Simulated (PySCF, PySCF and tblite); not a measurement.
One step of a conformer study of C₈H₁₀O, numbered as in [CH:1]#[C:2][C@@H:3]1[CH2:4][CH2:5][C@@H:6]2[O:7][C@@H:8]2[CH2:9]1: GIAO CAM-B3LYP/6-31G* NMR shielding, non-relativistic, gas phase (PySCF 2.14.0, density-fitted response routines); conformer with 6-ring half-chair (ring torsions -51, 19, -2, 16, -46, 66°).

The 6-ring runs over atoms 3–4–5–6–8–9.

Input:

```
{"job": {"xc": "CAM-B3LYP", "basis": "6-31G*", "kind": "nmr", "pop": false}, "charge": 0, "multiplicity": 1}
C      1.787124     0.563762     1.879214
C      1.491483     0.384302     0.734181
C      1.145046     0.176376    -0.660870
C      0.070231     1.174509    -1.111137
C     -1.174118     1.064960    -0.230303
C     -1.654750    -0.368308    -0.116346
O     -1.094970    -1.165030     0.893507
C     -0.759389    -1.488292    -0.424267
C      0.657017    -1.261528    -0.902782
H      2.036296     0.710817     2.887243
H      2.052984     0.332541    -1.257763
H     -0.192295     0.961334    -2.150478
H      0.462553     2.191661    -1.058207
H     -1.975018     1.681945    -0.640102
H     -0.938443     1.427674     0.772449
H     -2.724267    -0.519363    -0.251731
H     -1.203180    -2.417958    -0.781554
H      1.322248    -1.967729    -0.400130
H      0.681645    -1.472424    -1.975399
```

Launched as:

```sh
OMP_NUM_THREADS=1 python ens_run.py task.json out
```

Output (atoms count from 0 there):

```
coarse grid: 15976 points
cycle   1  E = -385.7303042007  dE =  1.880e+00  |g| = 6.811e-01  |ddm| = 4.310e+00
cycle   2  E = -385.6944503787  dE =  3.585e-02  |g| = 8.610e-01  |ddm| = 1.385e+00
cycle   3  E = -385.8326636806  dE = -1.382e-01  |g| = 9.104e-02  |ddm| = 7.697e-01
cycle   4  E = -385.8342559659  dE = -1.592e-03  |g| = 3.361e-02  |ddm| = 1.153e-01
cycle   5  E = -385.8345159664  dE = -2.600e-04  |g| = 1.003e-02  |ddm| = 4.061e-02
cycle   6  E = -385.8345347215  dE = -1.876e-05  |g| = 4.824e-03  |ddm| = 1.483e-02
cycle   7  E = -385.8345403005  dE = -5.579e-06  |g| = 8.001e-04  |ddm| = 4.447e-03
final grid: 154592 points
cycle   8  E = -385.7658739140  dE = -2.907e-05  |g| = 4.401e-03  |ddm| = 2.630e-02
cycle   9  E = -385.7658743454  dE = -4.314e-07  |g| = 4.547e-03  |ddm| = 9.126e-03
cycle  10  E = -385.7658789038  dE = -4.558e-06  |g| = 6.650e-04  |ddm| = 4.218e-03
cycle  11  E = -385.7658789814  dE = -7.765e-08  |g| = 2.349e-04  |ddm| = 7.078e-04
cycle  12  E = -385.7658789926  dE = -1.118e-08  |g| = 5.664e-05  |ddm| = 3.069e-04
cycle  13  E = -385.7658789933  dE = -6.850e-10  |g| = 2.876e-05  |ddm| = 9.316e-05
converged SCF energy = -385.7658789933

GIAO shielding tensors (ppm)
atom      isotropic    diamagn.    paramagn.     s11        s22        s33       span
  0 C      126.817     282.453    -155.635     63.062     68.525    248.865    185.803
  1 C      117.632     245.114    -127.482     24.858     32.581    295.457    270.599
  2 C      172.326     246.387     -74.061    166.612    173.689    176.675     10.063
  3 C      167.983     243.619     -75.636    160.382    168.926    174.640     14.258
  4 C      172.296     245.743     -73.446    160.993    171.095    184.802     23.809
  5 C      149.192     245.597     -96.405     99.379    158.714    189.483     90.103
  6 O      306.129     396.311     -90.182    158.196    368.938    391.253    233.057
  7 C      149.359     244.767     -95.408     99.470    159.990    188.619     89.149
  8 C      163.357     245.220     -81.863    152.332    162.348    175.392     23.060
  9 H       31.109      33.484      -2.376     26.130     26.460     40.736     14.605
 10 H       29.891      27.612       2.279     25.940     27.443     36.292     10.352
 11 H       31.136      30.044       1.093     27.500     28.882     37.027      9.526
 12 H       30.828      29.171       1.657     26.602     28.570     37.313     10.712
 13 H       30.714      29.468       1.247     25.914     28.985     37.244     11.330
 14 H       29.799      30.742      -0.943     26.921     28.101     34.375      7.454
 15 H       29.490      28.431       1.059     22.287     27.614     38.569     16.282
 16 H       29.549      28.110       1.439     22.508     27.445     38.693     16.185
 17 H       30.019      28.885       1.134     26.448     28.369     35.242      8.794
 18 H       30.782      29.378       1.404     26.898     28.632     36.815      9.917
```

It took 78 s on 1 thread of AMD EPYC (shared host) (rough), peak memory 0.75 GiB, launched as `OMP_NUM_THREADS=1 python ens_run.py task.json out`.
